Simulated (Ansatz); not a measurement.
Reaction (formal exchange of groups at a Ge–O bond): `[OH][Ge]([OH])([OH])[OH]` + CH₄ → `[CH3][Ge]([OH])([OH])[OH]` + H₂O

Isolated molecules relaxed with PBE0-D4/def2-TZVP in Ansatz; ΔE leaves out vibrations. CCSD(T)/CBS is the MP2 limit (def2-TZVPP, def2-QZVPP) plus CCSD(T) − MP2 in def2-TZVPP, frozen cores. This one scheme is used for every species. Functionals use def2-TZVPP. For Ge outer-core shells are correlated without core-valence functions, which leaves a few kJ/mol of doubt a bond. Scalar relativity is left out up to krypton. Each species was taken in one conformer, which may not be the lowest.

```csv
level,ΔE (kJ/mol)
PBE-D4,45.1
revPBE,47.6
BLYP,54.3
r2SCAN,55.7
BHLYP,58.7
LC-ωPBE,50.2
MP2/def2-TZVPP,51.5
CCSD(T)/def2-TZVPP,52.4
```

**Question.** What does CCSD(T)/CBS give? (An estimate is asked.)

**Answer.** Computed: +45.7 kJ/mol. The listed levels differ from it by -0.6, 1.9, 8.6, 10.0, 13.0, 4.5, 5.8, 6.7 kJ/mol.

**Question.** What do rigid-rotor, harmonic-oscillator terms from PBE0-D4/def2-TZVP frequencies (298.15 K, 1 bar) make of the CCSD(T)/CBS value? (Best estimate.)

**Answer.** The calculation gave: ΔZPE = -2.6 kJ/mol, ΔH = +45.1 kJ/mol, ΔS = 19 J/(mol·K), ΔG = +39.5 kJ/mol.

Largest T1 diagnostic among the species: 0.012.

From BLYP to BHLYP (50 % exact exchange), in def2-TZVPP and without D4, ΔE moves by +4.5 kJ/mol. At CCSD(T), def2-SVP lies +21.2 kJ/mol from the extrapolated value and def2-TZVPP +6.7 kJ/mol. In def2-TZVPP, CCSD(T) changes the Hartree–Fock value by −16.0 kJ/mol (the triples alone add −0.9 kJ/mol) and MP2 by −16.9 kJ/mol.
